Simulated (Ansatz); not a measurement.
A further run on TiCl₃.

```yaml
crystal:
  periodic: [false, false, false]
  atoms:
    - {symbol: Ti, position_ang: [0.000024, 0.000033, 0.007951]}
    - {symbol: Cl, position_ang: [2.187417, -0.025612, 0.017220]}
    - {symbol: Cl, position_ang: [-1.071551, 1.906993, -0.016668]}
    - {symbol: Cl, position_ang: [-1.115891, -1.881413, -0.008503]}
basis:
  gaussian: {orbitals: cc-pVTZ, nuclear_model: gaussian}
magnetization: {spin_polarized: true, initial_magnetization: 1}
hamiltonian: {xc: {name: r2SCAN0}}
scf: {omitted_lower_state_checks: [starts]}
output: {forces: true}
```

```sh
$ ansatz run in.yaml --threads 4 --pin off --events-out ev --progress --plain --max-ram 3916MiB
```

Shortened log:

```
Functional definition: r2SCAN0
1486 factors; their error is unknown
mean field evaluation 1: about -60685.5407 eV, gradient 1.2e1 eV
mean field evaluation 2: about -60685.5529 eV, gradient 1.4e1 eV
mean field evaluation 4: about -60686.3420 eV, gradient 1.8e0 eV
mean field evaluation 8: about -60686.3548 eV, gradient 4.1e-2 eV
mean field evaluation 16: about -60686.7240 eV, gradient 1.0e-4 eV
mean field -60686.72403428 eV, -2230.1959733207 hartree, gradient 2.1e-6 eV, S^2 0.756756; 0 other end points of the search recorded, 0 dependent functions left out
reference -60686.72405004 eV, -2230.1959739001 hartree; 37, 36 occupied and 133, 134 virtual orbitals, 1486 factors
Total energy: -60686.72405004 eV, -2230.1959739001 hartree
Atom 0 at     0.000024     0.000033     0.007951 Å, force     0.000236    -0.000103    -0.007376 eV/Å
Atom 1 at     2.187417    -0.025612     0.017220 Å, force     0.126281    -0.001435     0.003607 eV/Å
Atom 2 at    -1.071551     1.906993    -0.016668 Å, force    -0.061968     0.110350     0.001648 eV/Å
Atom 3 at    -1.115891    -1.881413    -0.008503 Å, force    -0.064550    -0.108813     0.002121 eV/Å
Dipole moment:    -0.000002     0.000034     0.008817 e Å
Checks for a lower state left out: starts
```

Run time 39 s (4 threads of Arm Neoverse V1 on a shared host), peak host memory 1.2 GiB.
